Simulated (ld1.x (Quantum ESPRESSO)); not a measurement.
What the settings do to the TM potential of cobalt (Co)

Base potential:

```json
{
 "Element": "cobalt (Co)",
 "Generator": "ld1.x (Quantum ESPRESSO) 7.5",
 "Type": "norm-conserving Troullier–Martins (Kleinman–Bylander form)",
 "Functional": "PBE",
 "Relativity": "scalar-relativistic",
 "Frozen core": "[Ne] 3s2",
 "Valence charge": "15",
 "Reference configuration": "3p6 3d7 4s1 4p0 (charge +1)",
 "Partial waves": "4s (bound): rc 2.25 bohr; 3d (bound): rc 1.10 bohr; 3p (bound): rc 1.15 bohr",
 "Local potential": "the p channel",
 "Core correction": "none"
}
```

All-electron outer shells of the reference configuration (PBE, scalar-relativistic, ld1.x):

| shell | level (eV) | outermost node (bohr) | outermost maximum (bohr) |
| --- | --- | --- | --- |
| 3s | -111.23 | 0.31 | 0.66 |
| 3p | -74.47 | 0.28 | 0.68 |
| 3d | -16.96 | – | 0.66 |
| 4s | -12.76 | 0.96 | 2.21 |
| 4p | -7.47 | 1.04 | 2.76 |

Cutoffs, loose and tight: the cutoffs (Ry, on a coarse ladder) from which the occupation-weighted sum of valence levels, in a spherical-Bessel basis at the reference potential, stays within 10 and 1 mRy of its value at 400 Ry. They do not see the model core or the augmentation charge, which bear on the density cutoff. Test errors are all-electron minus pseudo excitation energies from the reference, over the configurations 3p6 3d7 4s2 4p0; 3p6 3d7 4s0 4p0; 3p6 3d6 4s0 4p0; 3p6 3d7 4s0 4p2; 3p6 3d8 4s1 4p0; 3p6 3d8 4s0 4p0; 3p6 3d5 4s0 4p0. A dash means not determined; rows that change the core or the reference have their own tests. The largest error is taken over the tests solved by every variant that gives reliable tests at all: 3p6 3d5 4s0 4p0; 3p6 3d6 4s0 4p0; 3p6 3d7 4s0 4p0; 3p6 3d7 4s0 4p2; 3p6 3d8 4s0 4p0.

A true bound ghost makes a file unfit for plane-wave use even where its test errors are small: the radial tests pick states by their node count and pass the ghost by. Where a test does run into it, the solver fails or the error is huge.

```tsv
change	outcome	cutoff, loose	cutoff, tight	bound ghosts	largest test error (meV)
base	generated	180 Ry	260 Ry	s	+147
wave 3d (bound): rc 1.10 bohr becomes 3d (bound): rc 1.42 bohr	generated	120 Ry	200 Ry	s	+225
functional LDA (PZ)	generated	180 Ry	300 Ry	s	+129
local potential all-electron potential smoothed inside 1.20 bohr (lloc = -2)	generated	180 Ry	300 Ry	s	-68
wave 3p (bound): rc 1.15 bohr becomes 3p (bound): rc 0.84 bohr	generated	180 Ry	300 Ry	s	+127
core [Ne], valence charge 17; reference 3s2 3p6 3d7 4s2 4p0; waves now 3s (bound): rc 1.30 bohr; 3p (bound): rc 1.15 bohr; 3d (bound): rc 1.35 bohr; local potential all-electron potential smoothed inside 1.00 bohr (lloc = -1)	generated, misses its reference levels by 0.36 eV	140 Ry	230 Ry	none	-2589
wave 4s (bound): rc 2.25 bohr becomes 4s (bound): rc 1.56 bohr	generated	180 Ry	260 Ry	s	+62
core correction a·sin(br)/r model core inside 0.54 bohr	generated	180 Ry	260 Ry	s	-61
all radii scaled by about 1.25 (s 2.82, p 1.44, d 1.38 bohr)	generated	140 Ry	230 Ry	s	-38
reference 3p6 3d7 4s0 4p0	generated	180 Ry	300 Ry	s	-288
type ultrasoft; waves now 4s (bound): rcut 1.95, rcutus 2.25 bohr; 4s channel at 0.35 Ry: rcut 1.95, rcutus 2.25 bohr; 3p (bound): rcut 1.10, rcutus 1.15 bohr; 4p (bound): rcut 1.10, rcutus 1.15 bohr; 3d (bound): rcut 0.95, rcutus 1.10 bohr; 3d channel at 3.65 Ry: rcut 0.95, rcutus 1.10 bohr; local potential all-electron potential smoothed inside 1.35 bohr (lloc = -2); augmentation PSQ, radius 0.95 bohr	failed: chargeps: negative rho	–	–	–	–
```
